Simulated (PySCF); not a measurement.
**Sc⁺ (scandium, charge +1) across methods**

[Ar] 3d1 4p1, one real determinant (an excited configuration). Computed with PySCF 2.14 in aug-cc-pVTZ with one added diffuse shell each of s, p, d, f, g type (9s8p6d4f3g, 118 functions), with the non-relativistic Hamiltonian (point nucleus).

| method | E (hartree) | mean ε 3p β (eV) | mean ε 3d α (eV) | mean ε 4p α (eV) | Σ⟨r²⟩ (bohr²) | ⟨S²⟩ |
| --- | --- | --- | --- | --- | --- | --- |
| PBE0 | -760.084 | -43.584 | -13.459 | -7.997 | 35.30 | 2.001 |
| PBE | -760.038 | -41.103 | -11.809 | -7.532 | 35.06 | 2.000 |
| LDA | -758.307 | -41.181 | -11.767 | -7.513 | 34.86 | 2.000 |
| PBEsol | -759.136 | -41.041 | -11.709 | -7.482 | 35.02 | 2.000 |
| r2SCAN0 | -760.227 | -44.090 | -13.669 | -7.960 | 35.33 | 2.001 |
| r2SCAN | -760.230 | -41.881 | -12.055 | -7.520 | 35.18 | 2.001 |
| M06 | -760.228 | -43.818 | -12.905 | -7.798 | 35.55 | 2.000 |

(1) Estimate the same row for UHF.

⟨L²⟩ = 8.02 against 12 for a pure F term, so this real determinant mixes terms.

Answers

(1) E (hartree) = -759.42606; mean ε 3p β (eV) = -49.855; mean ε 3d α (eV) = -17.847; mean ε 4p α (eV) = -9.008; Σ⟨r²⟩ (bohr²) = 36.93; ⟨S²⟩ = 2.002.
